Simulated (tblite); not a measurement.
A tight-binding relaxation on `C=CB(Br)NC`.

Computed with GFN2-xTB geometry optimisation, gas phase (tblite 0.8.0). Start geometry: from a force field or distance geometry. A driver script takes a list of jobs; this job's settings line and coordinates (Å) are shown.

Command:
```bash
OMP_NUM_THREADS=1 python probes_run.py task.json out
```

Input:
```
{"job": {"kind": "relax", "xc": "GFN2-xTB", "basis": "xTB"}, "charge": 0, "multiplicity": 1}
C      2.472400    -0.398800    -0.097600
C      1.225600    -0.474400    -0.552400
B      0.183600     0.659500    -0.441300
Br     0.761600     2.560800    -0.824000
N     -1.246900     0.312400    -0.799100
C     -2.014500    -0.227700     0.273000
H      3.113800    -1.268900    -0.229500
H      2.901900     0.462800     0.389800
H      0.932800    -1.424600    -1.015500
H     -1.722100     0.989900    -1.408000
H     -2.525700    -1.184100    -0.027500
H     -1.345100    -0.520500     1.132500
H     -2.741800     0.513900     0.720700
```

Output:
```
step      E/eV     max force
  0    -495.70741    3.188
  1    -496.01711    1.912
  2    -496.18713    1.653
  3    -496.28247    0.904
  4    -496.32141    0.446
  5    -496.33614    0.408
  6    -496.35984    0.384
  7    -496.38028    0.468
  8    -496.40732    0.477
  9    -496.43941    0.535
... (61 lines left out)
 71    -496.91751    0.040
 72    -496.91777    0.029
 73    -496.91804    0.035
 74    -496.91827    0.033
 75    -496.91843    0.027
 76    -496.91851    0.022
 77    -496.91857    0.018
 78    -496.91865    0.019
 79    -496.91869    0.011
 80    -496.91871    0.008
```

«max force» is the largest atomic force in eV/Å.

Q: From which step on does the largest force stay under 0.1 eV/Å, and how much energy is left to gain from there?

A: From step 69 (0.080 eV/Å), 1.8 meV above the end.

Summary of the converged run: energy lowered by 27.9 kcal/mol over 80 steps; largest atomic force 0.008 eV/Å at the end.

Time: 0.7 s. Hardware: one thread, Arm Neoverse N1 (aarch64), no GPU, shared host.
Labels such as C1 count atoms from 1, the log's own numbers from 0.
